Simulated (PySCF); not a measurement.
## Basis-set dependence of excited states

Species: C2H8OSeSi.
InChI=1S/C2H8OSeSi/c1-2-5(3)4/h3-5H,2H2,1H3/t5-/m0/s1

TDDFT with PBE0 (PySCF), vertical singlets, core orbitals frozen in the response, spherical d and f functions. Geometry: PBE0-D3(BJ)/def2-SVP, one conformer, isolated molecule. The PBE0/6-31G* calculation is non-relativistic and has no spin–orbit coupling, an omission that weighs most on selenium.

Problem. How do the low singlets change with the basis? Take 6-31G*, def2-SVP, def2-SVPD, aug-cc-pVDZ, def2-TZVP and def2-TZVPD.

Solution. 

```csv
basis,functions,diffuse,S1 (eV),S2 (eV),S3 (eV),S4 (eV),S5 (eV),LUMO (eV),α (au)
6-31G*,108,no,5.78,6.66,6.95,7.48,7.78,0.52,68.7
def2-SVP,132,no,5.60,6.75,6.98,7.25,7.65,0.29,69.9
def2-SVPD,192,yes,5.35,6.05,6.46,6.88,6.98,-0.21,85.5
aug-cc-pVDZ,204,yes,5.25,5.93,6.17,6.47,6.68,-0.46,86.4
def2-TZVP,226,no,5.47,6.43,6.65,7.02,7.33,0.02,80.2
def2-TZVPD,286,yes,5.31,6.01,6.30,6.68,6.75,-0.34,86.3
```

States are compared by their number. Against the largest diffuse basis here (def2-TZVPD, itself not a converged limit), sets without diffuse functions differ by up to 0.47 eV in S1 and 1.03 eV in S5; the smaller diffuse sets differ by up to 0.07 and 0.23 eV. State by state, the largest deviation of a set without diffuse functions is S1 0.47, S2 0.74, S3 0.68, S4 0.80, S5 1.03 eV. The same number needn't mean the same state in each row. Against def2-TZVPD the polarisability deviates by -20% in 6-31G*, -19% in def2-SVP, -1% in def2-SVPD, 0% in aug-cc-pVDZ, -7% in def2-TZVP.

Without π bonds the low states may be Rydberg-like; a valence basis with one diffuse set may place them up to an eV too high.
